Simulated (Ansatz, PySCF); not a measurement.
CF, SMILES F[C] (connectivity only; charge and spin as stated), charge +1, multiplicity 1. Atoms are numbered in the order given.

```xyz
2

C      0.0000     0.0000    -0.6898
F      0.0000     0.0000     0.4631
```
Charge +1, spin multiplicity 1.

Geometry optimised at PBE0-D3(BJ)/def2-TZVPD.

Two levels are set side by side: PBE-D3(BJ)/def2-TZVPD (Ansatz, a quantum-chemistry and plane-wave program) and PBE0-D3(BJ)/def2-TZVPD (Ansatz). Each level has its own optimised geometry; the coordinates shown are those of the second. Frequencies come from the Hessian of PySCF at each geometry. Differences are taken from unrounded values.

```
quantity                            PBE0-D3(BJ)
----------------------------------  -----------
bond C1–F2 (Å)                            1.153
highest harmonic wavenumber (cm⁻¹)         1815
mean harmonic wavenumber (cm⁻¹)            1815
zero-point energy (kcal/mol)               2.59
```

### Question
What does PBE-D3(BJ) give, and how far is it from PBE0-D3(BJ)? (An estimate is asked for; the answer gives what the named calculation found.)

### Answer

```tsv
quantity	PBE-D3(BJ)	PBE-D3(BJ) minus PBE0-D3(BJ)
bond C1–F2 (Å)	1.170	0.017
highest harmonic wavenumber (cm⁻¹)	1702	-112
mean harmonic wavenumber (cm⁻¹)	1702	-112
zero-point energy (kcal/mol)	2.43	-0.16
```
